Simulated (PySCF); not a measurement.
# Stationary points of SnH₂⁻

These are results of PBE0/[Sn def2-TZVPD with ECP28, H def2-TZVPD], scalar-relativistic core potentials, density fitting, no spin–orbit coupling, PySCF, not measurements.

Relaxations began from a few typed shapes; open shells are unrestricted. The search is not exhaustive: other isomers or separated fragments can lie lower, and high-lying points may rest on an excited occupation.

(1) Order these stationary points by electronic energy, lowest first, in kJ/mol from the lowest minimum.
A. doublet D∞h: Sn–H 1.641 Å (×2); H–Sn–H 180.0°
B. doublet C2v: Sn–H 1.804 Å (×2); H–Sn–H 91.1°

(2) Which of them are minima?

Answers

(1) B (0.0), A (269.6).

(2) By energy in kJ/mol, 0.0: minimum; 269.6: saddle point, 2 imaginary modes.

For the lowest minimum: the highest occupied level lies above zero, a sign of self-interaction error or too small a basis; response properties are unreliable. The lowest empty level of this anion is unbound, so it and the gap depend on the basis. No spin–orbit coupling is included, which matters more the heavier the element.

The electron or spin density has lower symmetry than the nuclear frame for the doublet D∞h at 269.6 kJ/mol.
